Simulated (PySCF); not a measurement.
(SiH3)2PPF2, F2H6P2Si2.
SMILES with atom numbers: `[F:1][P:2]([F:3])[P:4]([SiH3:5])[SiH3:6]` (hydrogens: H7, H8, H9 on Si5; H10, H11, H12 on Si6)

Method: PySCF 2.14.0, PBE0-D3(BJ)/def2-SVP geometry optimisation, gas phase; density fitting, grid level 1; the optimiser is geomeTRIC in internal coordinates, started from a GFN2-xTB structure.

Step 5: E = -39832.0152 eV
```
atom  x, y, z in Å  |  force x, y, z in eV/Å
F1     -0.7141    3.1359   -0.3636   -0.052   0.118   0.030
P2      0.1171    1.9013   -0.9728   -0.123  -0.259  -0.029
F3      1.6077    2.4749   -0.7659    0.147   0.067   0.024
P4      0.1010    0.6238    0.8702   -0.021   0.097  -0.013
Si5     1.5375   -0.9432    0.0886    0.035  -0.064  -0.017
Si6    -1.7459   -0.5992    0.3838   -0.007  -0.094  -0.010
H7      1.3294   -1.2361   -1.3651   -0.003   0.017   0.009
H8      1.2489   -2.1713    0.8883    0.043  -0.005  -0.031
H9      2.9470   -0.5089    0.3005   -0.020   0.037   0.030
H10    -1.6033   -1.8487    1.1909   -0.048   0.019  -0.019
H11    -1.8397   -0.9563   -1.0672    0.013   0.017   0.009
H12    -2.9843    0.1267    0.7872    0.037   0.050   0.018
```

Step 6: E = -39832.0226 eV
```
atom  x, y, z in Å  |  force x, y, z in eV/Å
F1     -0.7759    3.0607   -0.3680   -0.023   0.059   0.016
P2      0.1312    1.8656   -0.9546   -0.062  -0.120  -0.010
F3      1.5871    2.5129   -0.7054    0.082   0.020   0.003
P4      0.1190    0.5874    0.8842   -0.007   0.056  -0.016
Si5     1.5644   -0.9628    0.0788    0.013  -0.029   0.001
Si6    -1.7586   -0.5810    0.3792    0.001  -0.048  -0.001
H7      1.3190   -1.2779   -1.3638   -0.001   0.013   0.001
H8      1.3554   -2.1920    0.8993    0.008  -0.005  -0.016
H9      2.9602   -0.4666    0.2419   -0.011   0.016   0.019
H10    -1.7067   -1.8220    1.2074   -0.019   0.004  -0.009
H11    -1.8356   -0.9509   -1.0689    0.004   0.010   0.002
H12    -2.9583    0.2253    0.7446    0.016   0.023   0.010
```

Question: Estimate the geometry and energy of step 7. (The exact step hangs on the optimiser's Hessian estimate; all steps are aligned on step 6, rigid shifts and turns removed.)

Answer: E = -39832.0257 eV, largest force 0.100 eV/Å
```
atom  x, y, z in Å  |  force x, y, z in eV/Å
F1     -0.7572    3.0722   -0.3726   -0.009   0.038   0.004
P2      0.1206    1.8545   -0.9589   -0.053  -0.085  -0.005
F3      1.5921    2.4772   -0.7321    0.055   0.014   0.001
P4      0.1110    0.5889    0.8875   -0.004   0.044  -0.009
Si5     1.5660   -0.9532    0.0825    0.013  -0.016   0.003
Si6    -1.7631   -0.5855    0.3844    0.002  -0.037   0.002
H7      1.3401   -1.2441   -1.3682    0.000   0.012  -0.001
H8      1.3468   -2.1957    0.8796    0.005  -0.006  -0.012
H9      2.9582   -0.4579    0.2735   -0.006   0.012   0.017
H10    -1.7055   -1.8334    1.2012   -0.015   0.000  -0.005
H11    -1.8472   -0.9409   -1.0667    0.003   0.006  -0.001
H12    -2.9608    0.2169    0.7646    0.009   0.018   0.006
```

The energy changes by -0.0031 eV. The first-order estimate −F·Δx gives -0.0033 eV and the mean of the old and new forces, exact on a quadratic surface, -0.0031 eV. The step makes an angle of 79° with the force vector and moves no atom by more than 0.045 Å.

The cost below is that of the whole optimisation. The run took 3.4 min wall on Intel Xeon Platinum 8259CL at 2.50 GHz, one thread, on a shared host, and the process peaked at 0.52 GiB of memory.
